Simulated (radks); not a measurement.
Question: The mean radii <r> (bohr) of the occupied orbitals of an atom or ion are listed with their occupations. Method: Dirac Kohn-Sham, PBE, spin-unpolarised, spherical densities, point nucleus; computed with a radial shooting solver on a logarithmic mesh with Libxc functionals.

orbital      occ.      <r>
1s1/2           2  0.04408
2s1/2           2   0.1957
2p1/2           2   0.1685
2p3/2           4   0.1723
3s1/2           2   0.5738
3p1/2           2   0.5822
3p3/2           4   0.5927
3d3/2           4   0.6260
3d5/2           6   0.6303
4s1/2           2    1.692
4p1/2    0.666667    1.968
4p3/2     1.33333    1.998

Name the element and its charge. Open shells, if any, are shared by 2j + 1.

Answer: Z = 34, selenium, charge +2: Se2+ in [Ar] 3d10 4s2 4p2. The 1s radius gives Z: for a bare nucleus <r> = (2 gamma + 1)/(2Z) with gamma = sqrt(1 - (Z/c)^2), 0.0432 bohr for Z = 34, and screening makes it slightly larger (0.04408 here). The occupations add up to 32, and the charge is Z minus that.
